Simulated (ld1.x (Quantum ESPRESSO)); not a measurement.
## Which change was made? (Cr, RRKJ)

* Element: chromium (Cr)
* Generator: ld1.x (Quantum ESPRESSO) 7.5
* Type: norm-conserving RRKJ (Kleinman–Bylander form)
* Functional: LDA (PZ)
* Relativity: scalar-relativistic
* Frozen core: [Ar]
* Valence charge: 6
* Reference configuration: 3d5 4s1 4p0
* Partial waves: 4s (bound): rc 2.65 bohr; 3d (bound): rc 2.05 bohr; 4p (bound, empty): rc 2.90 bohr
* Local potential: the p channel
* Core correction: a·sin(br)/r model core inside 2.00 bohr
* rho0: 0.01

Cutoffs, loose and tight: the cutoffs (Ry, on a coarse ladder) from which the occupation-weighted sum of valence levels, in a spherical-Bessel basis at the reference potential, stays within 10 and 1 mRy of its value at 400 Ry. They do not see the model core or the augmentation charge, which bear on the density cutoff. Test errors are all-electron minus pseudo excitation energies from the reference, over the configurations 3d5 4s0 4p0; 3d4 4s0 4p0; 3d3 4s0 4p0; 3d5.5 4s0.5 4p0; 3d4 4s1 4p1; 3d4 4s2 4p0; 3d5 4s0.5 4p0 (two spin-polarised tests are not counted in the largest error); variants that change the core or the reference have their own tests. The largest error is taken over the tests solved by every variant that gives reliable tests at all, those not shown here included: 3d3 4s0 4p0; 3d4 4s0 4p0; 3d5 4s0 4p0; 3d5 4s0.5 4p0.

The base gives: outcome: generated; cutoff, loose: 40 Ry; cutoff, tight: 60 Ry; bound ghosts: none; largest test error (meV): -682.

Task: After one change the result is: outcome: generated; cutoff, loose: 40 Ry; cutoff, tight: 60 Ry; bound ghosts: none; largest test error (meV): -957. Which change was it?
A. local potential the d channel
B. wave 4s (bound): rc 2.65 bohr becomes 4s (bound): rc 3.86 bohr
C. core correction a·sin(br)/r model core inside 0.94 bohr
D. wave 4p (bound): rc 2.90 bohr becomes 4p (bound): rc 3.26 bohr

Result: C. The others give: local potential the d channel → outcome: generated; cutoff, loose: 60 Ry; cutoff, tight: 70 Ry; bound ghosts: s, p; largest test error (meV): -575 | wave 4s (bound): rc 2.65 bohr becomes 4s (bound): rc 3.86 bohr → outcome: generated; cutoff, loose: 40 Ry; cutoff, tight: 60 Ry; bound ghosts: none; largest test error (meV): -1207 | wave 4p (bound): rc 2.90 bohr becomes 4p (bound): rc 3.26 bohr → outcome: generated; cutoff, loose: 40 Ry; cutoff, tight: 60 Ry; bound ghosts: s; largest test error (meV): -685.
